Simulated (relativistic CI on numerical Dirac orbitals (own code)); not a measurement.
## The 22-electron sequence from Mo²⁰⁺ to Pm³⁹⁺

Computed by Dirac-Coulomb-Breit CI, KLI orbitals optimised for each configuration, a model potential for QED, unscaled Slater integrals (own radial code, finite nucleus).

CI space (outside the closed core [Ne]): 3s2.3p6.3d4, 3s2.3p6.3d2.4s2, 3s2.3p5.3d5, 3s.3p6.3d5, 3s2.3p6.3d3.4s, 3p6.3d6, 3s2.3p6.3d3.4p. Levels of other configurations are missing.

Energies above each ion's lowest level, in eV. Levels are followed by their leading LS label, which can pass from one level to another where the coupling changes.

```tsv
Ion	3s2.3p6.3d4 5D_0	3s2.3p6.3d4 5D_1	3s2.3p6.3d4 5D_2	3s2.3p6.3d4 5D_3	3s2.3p6.3d4 3H_5
Mo²⁰⁺	0	1.1665	2.4437	3.6348	12.002
Tc²¹⁺	0	1.4537	2.9535	4.2956	12.946
Ru²²⁺	0	1.7985	3.5491	5.0506	13.994
Rh²³⁺	0	2.2074	4.2384	5.9065	15.158
Pd²⁴⁺	0	2.6864	5.0282	6.8683	16.449
Ag²⁵⁺	0	3.241	5.9244	7.9398	17.878
Cd²⁶⁺	0	3.8761	6.9317	9.123	19.453
In²⁷⁺	0	4.596	8.0537	10.419	21.186
Sn²⁸⁺	0	5.405	9.2931	11.826	23.085
Sb²⁹⁺	0	6.3069	10.652	13.344	25.158
Te³⁰⁺	0	7.3057	12.131	14.97	27.416
I³¹⁺	23.992	8.4051	13.731	16.703	29.867
Xe³²⁺	26.445	9.6092	15.452	18.54	32.52
Cs³³⁺	29.121	10.922	17.295	20.48	35.384
Ba³⁴⁺	32.028	12.348	19.259	22.523	38.469
La³⁵⁺	35.176	13.892	21.345	24.671	41.785
Ce³⁶⁺	38.575	15.557	23.554	26.926	45.341
Pr³⁷⁺	42.233	17.35	25.887	29.292	49.149
Nd³⁸⁺	46.162	19.276	28.348	31.774	53.219
Pm³⁹⁺	50.371	21.339	30.938	34.376	57.561
```

The lowest level keeps the configuration 3s2.3p6.3d4 and J = 0 throughout.

Between Z = 58 and 61 the energy of 3s2.3p6.3d4 5D_0 follows a local power law Z^5.3. For orientation: electrostatic splittings inside a shell grow about linearly with the screened charge, excitations that change n as its square, and fine structure as its fourth power; written in Z itself the exponents are larger, since the screened charge grows faster in proportion.
